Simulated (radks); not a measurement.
Correlation energies from several functionals, in hartree. Species: He+ 1s1; Ar [Ar]; I35+ [Ar]; Pb2+ [Hg]. Method: non-relativistic Kohn-Sham, LDA (Slater exchange, Perdew-Wang correlation), spin-polarised, spherical densities, point nucleus; computed with a radial shooting solver on a logarithmic mesh with Libxc functionals. Every spin shell is full or empty, so the densities are truly spherical. Functionals are evaluated on that one density, not self-consistently.

| functional | He+ | Ar | I35+ | Pb2+ |
|---|---|---|---|---|
| PW92 | -0.029195 | -1.4232 | -2.1519 | -8.4606 |
| VWN5 | -0.029137 | -1.4296 | -2.1599 | -8.4950 |
| PZ | -0.029318 | -1.4212 | -2.1569 | -8.4682 |
| Chachiyo | -0.028974 | -1.3974 | -2.1351 | -8.3698 |
| PBE | -0.0060890 | -0.70328 | -0.88084 | -4.9789 |
| PBEsol | -0.0083597 | -0.81653 | -1.0342 | -5.5708 |
| LYP | 0 | -0.75160 | -0.93223 | -4.3968 |
| P86 | 0.0022520 | -0.79889 | -1.2386 | -5.5922 |
| AM05 | -0.025502 | -1.2928 | -1.9695 | -7.9774 |
| OP (B88) | 0 | -0.72556 | -0.93878 | -4.3142 |
| revTPSS | 0 | -0.72498 | -0.89569 | -5.0177 |
| SCAN | 0 | -0.69222 | -0.88214 | -5.0118 |
| B95 | 0 | -0.81495 | -1.3083 | -6.1950 |
| Tao-Mo | 0 | -0.64897 | -0.83069 | -4.8703 |
